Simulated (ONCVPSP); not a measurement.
**BLYP ONCV dataset for caesium (Cs), scalar-relativistic all-electron reference.**

Input for ONCVPSP 4.0.1:

```
# ATOM AND REFERENCE CONFIGURATION
# atsym  z   nc   nv     iexc    psfile
  Cs 55.00    9    2  -106131      upf
#
#   n    l    f
    1    0    2.00
    2    0    2.00
    2    1    6.00
    3    0    2.00
    3    1    6.00
    3    2   10.00
    4    0    2.00
    4    1    6.00
    4    2   10.00
    5    0    2.00
    5    1    6.00
#
# PSEUDOPOTENTIAL AND OPTIMIZATION
# lmax
    2
#
#   l,   rc,      ep,       ncon, nbas, qcut
    0    2.90    0.00    5    8    4.50
    1    2.75    0.00    5    8    4.00
    2    3.15    0.32    5    9    2.70
#
# LOCAL POTENTIAL
# lloc, lpopt,  rc(5),   dvloc0
    4    5    1.95    1.00
#
# VANDERBILT-KLEINMAN-BYLANDER PROJECTORs
# l, nproj, debl
    0    3    3.40
    1    1    1.10
    2    2    2.50
#
# MODEL CORE CHARGE
# icmod, fcfact, rcfact
    3    1.50    1.30
#
# LOG DERIVATIVE ANALYSIS
# epsh1, epsh2, depsh
   -3.00    5.00    0.02
#
# OUTPUT GRID
# rlmax, drl
    6.00    0.01
#
# TEST CONFIGURATIONS
# ncnf
    4
# nvcnf
#   n    l    f
    3
    5    0    2.00
    5    1    6.00
    6    0    1.00
#
    3
    5    0    2.00
    5    1    6.00
    6    0    0.50
#
    3
    5    0    2.00
    5    1    6.00
    6    1    1.00
#
    3
    5    0    2.00
    5    1    6.00
    5    2    1.00
#
```

Command:

```bash
oncvpsp.x < Cs.dat > Cs.out
```

The program printed (shortened: citation, most of the input echo, consistency checks and plot data are left out):

```
ONCVPSP  (Optimized Norm-Conservinng Vanderbilt PSeudopotential)
scalar-relativistic version 4.0.1

#   n    l    f        energy (Ha)
    1    0    2.00    -1.3160051E+03
    2    0    2.00    -2.0658705E+02
    2    1    6.00    -1.8534676E+02
    3    0    2.00    -4.3086351E+01
    3    1    6.00    -3.6252808E+01
    3    2   10.00    -2.6220137E+01
    4    0    2.00    -8.2761871E+00
    4    1    6.00    -6.0913721E+00
    4    2   10.00    -2.9128356E+00
    5    0    2.00    -1.1677634E+00
    5    1    6.00    -6.7872220E-01

Reference configufation results
  iterations    24
  all-electron total energy (Ha)   -7.78748636D+03

Begin loop to  construct optimized pseudo wave functions
and semi-local pseudopoentials for all angular momenta

WARNING wellstate: moderately localized bound state found for n= 6 l=  0
WARNING scattering state with energy  0.05000000
WARNING will be used for the first projector

   Wellstate for l =  0  n =  7
     eigenvalue =   0.0500
     asymptotic potential =   0.5500
     half-point radius = 11.3514

   Wellstate for l =  0  n =  9
     eigenvalue =   3.4500
     asymptotic potential =   3.9500
     half-point radius =  4.8565

Calculating optimized projector #   1

 for l=   0

    Fraction of norm inside rc  0.959837
    Optimizing pswf for qcut=   4.51 a_B^-1,  ecut=  10.16 Ha
    Residual kinetic energy error=  9.31D-06 Ha

    Energy error per electron        Cutoff
         Ha          eV             Ha
         0.01000     0.27211        5.17
         0.00100     0.02721        7.20
         0.00010     0.00272        8.74
         0.00001     0.00027       10.11

Calculating optimized projector #   2

 for l=   0

    Fraction of norm inside rc  0.073506
    Optimizing pswf for qcut=   4.51 a_B^-1,  ecut=  10.16 Ha
    Residual kinetic energy error=  6.44D-06 Ha

    Energy error per electron        Cutoff
         Ha          eV             Ha
         0.01000     0.27211        3.22
         0.00100     0.02721        6.43
         0.00010     0.00272        8.34
         0.00001     0.00027        9.85

Calculating optimized projector #   3

 for l=   0

    Fraction of norm inside rc  0.130191
    Optimizing pswf for qcut=   4.51 a_B^-1,  ecut=  10.16 Ha
    Residual kinetic energy error=  2.00D-03 Ha

    Energy error per electron        Cutoff
         Ha          eV             Ha
         0.01000     0.27211        8.40
         0.00100     0.02721       15.76
         0.00010     0.00272       32.36
         0.00001     0.00027       37.21

Calculating optimized projector #   1

 for l=   1

    Fraction of norm inside rc  0.832281
    Optimizing pswf for qcut=   4.00 a_B^-1,  ecut=   7.99 Ha
    Residual kinetic energy error=  2.34D-04 Ha

    Energy error per electron        Cutoff
         Ha          eV             Ha
         0.01000     0.27211        2.72
         0.00100     0.02721        5.72
         0.00010     0.00272       14.05
         0.00001     0.00027       25.04

WARNING wellstate: moderately localized bound state found for n= 5 l=  2
WARNING scattering state with energy  0.05000000
WARNING will be used for the first projector

   Wellstate for l =  2  n =  6
     eigenvalue =   0.0500
     asymptotic potential =   0.5500
     half-point radius = 11.3622

   Wellstate for l =  2  n =  8
     eigenvalue =   2.5500
     asymptotic potential =   3.0500
     half-point radius =  5.1235

Calculating optimized projector #   1

 for l=   2

    Fraction of norm inside rc  0.184096
    Optimizing pswf for qcut=   2.70 a_B^-1,  ecut=   3.65 Ha
    Residual kinetic energy error=  1.42D-03 Ha

    Energy error per electron        Cutoff
         Ha          eV             Ha
         0.01000     0.27211        2.50
         0.00100     0.02721        3.91
         0.00010     0.00272       13.08
         0.00001     0.00027       26.86

Calculating optimized projector #   2

 for l=   2

    Fraction of norm inside rc  0.215576
    Optimizing pswf for qcut=   2.70 a_B^-1,  ecut=   3.65 Ha
    Residual kinetic energy error=  4.07D-01 Ha

    Energy error per electron        Cutoff
         Ha          eV             Ha
         0.01000     0.27211        5.24
         0.00100     0.02721        7.65
         0.00010     0.00272       20.90
         0.00001     0.00027       35.35

Construct Vanderbilt / Kleinmman-Bylander projectors

B matrix Hermiticity error, ll=   0
   1   2   -5.6916E-05
   1   3   -3.0415E-04
   2   3   -8.1415E-05

  Orthonormal projector coefficients  7.6564E+00  1.7350E+00  2.9004E-01

B matrix Hermiticity error, ll=   2
   1   2   -4.9609E-05

  Orthonormal projector coefficients  2.4341E+00  7.8595E-01

Model core correction analysis
  based on d2Exc/dn_idn_j

d2excae - all-electron derivatives

   -2.271313D-02   -1.966452D-02
   -1.966444D-02   -2.002888D-02

d2excps - pseudofunction derivatives with no core correction

   -3.182374D-02   -2.417613D-02
   -2.417718D-02   -2.274314D-02

rms 2nd derivative error    5.724721E-03

rmatch, rhocmatch    1.3446    2.1534

Teter function model core charge with specified parameters

d2excps - pseudofunction derivatives with core correction

   -2.721323D-02   -2.231331D-02
   -2.231355D-02   -2.186006D-02

rms 2nd derivative error    3.067490E-03

Pseudoatom total energy  -20.199834

Diagnostic tests using Vanderbilt-Kleinman-Bylander pseudopotentials
  1 or more projectors used as specified by nproj input data

   l    rcore       rmatch      e in        delta e   norm test  slope test

   0   2.9088978   2.9972182  -1.1677634   0.0000004   1.0000801   1.0000758
   0   2.9088978   2.9972182   0.0500000   0.0000031   1.0000891   1.0000891
   0   2.9088978   2.9972182   3.4500000   0.0000598   1.0001764   1.0001764

   1   2.7564279   2.8401190  -0.6787222  -0.0000007   0.9999983   1.0000022

   2   3.1630073   3.2590430   0.0500000   0.0000004   1.0000275   1.0000275
   2   3.1630073   3.2590430   2.5500000   0.0000056   1.0001022   1.0001022

 Testing for bound ghosts
   n   l    E NL Schr. Eq   E Basis Diag.   E Cutoff

   1   0       -1.167763       -1.167763     41.49

   2   1       -0.678723       -0.678712     29.38

   3   2       -0.161943       -0.159702     44.56

 Testing for highly-localized positive-energy ghosts
       l    <radius>/rc     E Basis Diag.   E Cutoff

       0        0.598267        6.614182     41.49  WARNING - GHOST(+)

Test configuration 0

   n   l     f        eae           eps        diff
   1   0  2.0000-1316.00508985
   2   0  2.0000 -206.58704651
   2   1  6.0000 -185.34675909
   3   0  2.0000  -43.08635066
   3   1  6.0000  -36.25280805
   3   2 10.0000  -26.22013743
   4   0  2.0000   -8.27618715
   4   1  6.0000   -6.09137207
   4   2 10.0000   -2.91283557
   5   0  2.0000   -1.16776340   -1.16776301    3.86D-07
   5   1  6.0000   -0.67872220   -0.67872292   -7.24D-07

    Total energies and differences
      AE_ref= -7.78748636D+03  AE_tst= -7.78748636D+03  dif=  0.00D+00
      PS_ref= -2.01998344D+01  PS_tst= -2.01998344D+01  dif=  0.00D+00
      PSP excitation error=  0.00D+00

Test configuration 1

   n   l     f        eae           eps        diff
   1   0  2.0000-1315.80923620
   2   0  2.0000 -206.39127877
   2   1  6.0000 -185.15100756
   3   0  2.0000  -42.89060676
   3   1  6.0000  -36.05706721
   3   2 10.0000  -26.02438756
   4   0  2.0000   -8.08069700
   4   1  6.0000   -5.89593178
   4   2 10.0000   -2.71752071
   5   0  2.0000   -0.97394940   -0.97390198    4.74D-05
   5   1  6.0000   -0.48702342   -0.48704536   -2.19D-05
   6   0  1.0000   -0.07407843   -0.07407911   -6.78D-07

    Total energies and differences
      AE_ref= -7.78748636D+03  AE_tst= -7.78762905D+03  dif= -1.43D-01
      PS_ref= -2.01998344D+01  PS_tst= -2.03425271D+01  dif= -1.43D-01
      PSP excitation error=  9.77D-06

Test configuration 2

   n   l     f        eae           eps        diff
   1   0  2.0000-1315.90065829
   2   0  2.0000 -206.48267048
   2   1  6.0000 -185.24239300
   3   0  2.0000  -42.98199103
   3   1  6.0000  -36.14845032
   3   2 10.0000  -26.11577393
   4   0  2.0000   -8.17198925
   4   1  6.0000   -5.98720569
   4   2 10.0000   -2.80874826
   5   0  2.0000   -1.06463749   -1.06460966    2.78D-05
   5   1  6.0000   -0.57693156   -0.57694716   -1.56D-05
   6   0  0.5000   -0.14196946   -0.14197052   -1.05D-06

    Total energies and differences
      AE_ref= -7.78748636D+03  AE_tst= -7.78757534D+03  dif= -8.90D-02
      PS_ref= -2.01998344D+01  PS_tst= -2.02888117D+01  dif= -8.90D-02
      PSP excitation error=  6.08D-06

Test configuration 3

   n   l     f        eae           eps        diff
   1   0  2.0000-1315.85651868
   2   0  2.0000 -206.43860388
   2   1  6.0000 -185.19830114
   3   0  2.0000  -42.93799823
   3   1  6.0000  -36.10445411
   3   2 10.0000  -26.07177833
   4   0  2.0000   -8.12801381
   4   1  6.0000   -5.94322131
   4   2 10.0000   -2.76474563
   5   0  2.0000   -1.02060233   -1.01972293    8.79D-04
   5   1  6.0000   -0.53253486   -0.53174363    7.91D-04
   6   1  1.0000   -0.04188001   -0.04193731   -5.73D-05

    Total energies and differences
      AE_ref= -7.78748636D+03  AE_tst= -7.78757535D+03  dif= -8.90D-02
      PS_ref= -2.01998344D+01  PS_tst= -2.02891515D+01  dif= -8.93D-02
      PSP excitation error=  3.32D-04

Test configuration 4

   n   l     f        eae           eps        diff
   1   0  2.0000-1315.81751431
   2   0  2.0000 -206.39847226
   2   1  6.0000 -185.15826349
   3   0  2.0000  -42.89782979
   3   1  6.0000  -36.06429176
   3   2 10.0000  -26.03155759
   4   0  2.0000   -8.08771957
   4   1  6.0000   -5.90289931
   4   2 10.0000   -2.72427864
   5   0  2.0000   -0.97966534   -0.98014841   -4.83D-04
   5   1  6.0000   -0.49343917   -0.49366236   -2.23D-04
   5   2  1.0000   -0.01791544   -0.01791438    1.07D-06

    Total energies and differences
      AE_ref= -7.78748636D+03  AE_tst= -7.78756581D+03  dif= -7.94D-02
      PS_ref= -2.01998344D+01  PS_tst= -2.02792574D+01  dif= -7.94D-02
      PSP excitation error= -2.11D-05
```

The run took about 7.2 s on one core of a shared server CPU.
